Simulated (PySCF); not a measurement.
**Pb: ionisation energy**

Pb [Xe] 4f14 5d10 6s2 6p2 (3P) → Pb⁺ [Xe] 4f14 5d10 6s2 6p1 (2P), as a difference of total energies. Computed with PySCF 2.14 in x2c-TZVPPall, with scalar relativity by spin-free X2C-1e. Correlated levels: valence and next inner shell: [Kr] 4d10 4f14 frozen. The calculations carry no spin-orbit coupling.

```tsv
method	ionisation energy (eV)	difference from reference (eV)
UHF	6.599	-0.818
MP2 (valence and next inner shell)	6.976	-0.441
SCS-MP2 (valence and next inner shell)	6.848	-0.569
CCSD (valence and next inner shell)	6.925	-0.492
CCSD(T) (valence and next inner shell)	6.949	-0.468
```

Reference: 7.417 eV (measured; NIST Atomic Spectra Database, ionization energies).

Spin-orbit coupling is strong in these open shells (close to jj coupling). The scalar numbers leave it out and a first-order estimate fails, so it can dominate the gap to the real levels.

Errors of the correlated levels include the incompleteness of this basis and the frozen core.
